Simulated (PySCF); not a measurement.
Electron correlation in Al⁺ (aluminium, charge +1)

[Ne] 3s2, closed-shell 1S. Calculation: PySCF 2.14, in aug-cc-pCVTZ-DK (8s7p5d3f, 75 functions); the spin-free X2C one-electron Hamiltonian (Gaussian nucleus). Frozen: [Ne]; 2 electrons correlated.

With two correlated electrons CCSD is exact within the correlated space (frozen core and kept virtual orbitals).

```
level  correlation energy (mhartree)
 CCSD                         -39.64
```

Diagnostics: T1 = 0.0089, D1 = 0.0126, largest double amplitude 0.109.

Task: Is a single reference adequate?

Result: Mostly. T1 lies below 0.03, but a double amplitude of this size points to a near-degeneracy that CCSD handles and MP2 describes poorly.
